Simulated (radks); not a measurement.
Q: All-electron atom: neutral hafnium in [Xe] 4f14 5d2 6s2. Method: Dirac Kohn-Sham, PBE, spin-unpolarised, spherical densities, point nucleus; open shells fill j = l - 1/2 first; computed with a radial shooting solver on a logarithmic mesh with Libxc functionals.

Spin-orbit splittings of the eigenvalues, e(l+1/2) - e(l-1/2), with zeta = 2 splitting/(2l+1) and mean radii in bohr:

| shell | occ. | splitting (eV) | zeta (eV) | <r> j=l-1/2 | <r> j=l+1/2 |
|---|---|---|---|---|---|
| 2p | 6 | 1192 | 794.6 | 0.06612 | 0.07385 |
| 3p | 6 | 255.4 | 170.3 | 0.1981 | 0.2125 |
| 3d | 10 | 55.70 | 22.28 | 0.1863 | 0.1908 |
| 4p | 6 | 58.45 | 38.97 | 0.4746 | 0.5075 |
| 4d | 10 | ? | ? | 0.5285 | 0.5400 |
| 4f | 14 | 1.743 | 0.4981 | 0.6710 | 0.6839 |
| 5p | 6 | 7.754 | 5.169 | 1.268 | 1.378 |
| 5d | 2 | 0.4394 | 0.1758 | 2.463 | 2.604 |

Estimate the 4d splitting.

A: 10.70 eV (zeta = 4.281 eV).
